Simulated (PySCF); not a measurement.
A structure optimised at PBE-D3(BJ)/def2-SVP, used in a PySCF frequency run:

```xyz
6

O     -1.8598     1.2930     0.0000
Sn    -0.0053     0.5916     0.0000
F      0.9698     1.2952     1.5284
F      0.9698     1.2952    -1.5284
Br    -0.0141    -1.8717     0.0000
H     -1.8204     2.2724     0.0000
```

**Question.** Write its SMILES, formula and point group.

**Answer.** [OH][Sn]([F])([F])[Br], BrF2HOSn, Cs

**Question.** What are its rotational constants (standard atomic weights)?

**Answer.** 2.7616, 0.99906, 0.98835 GHz
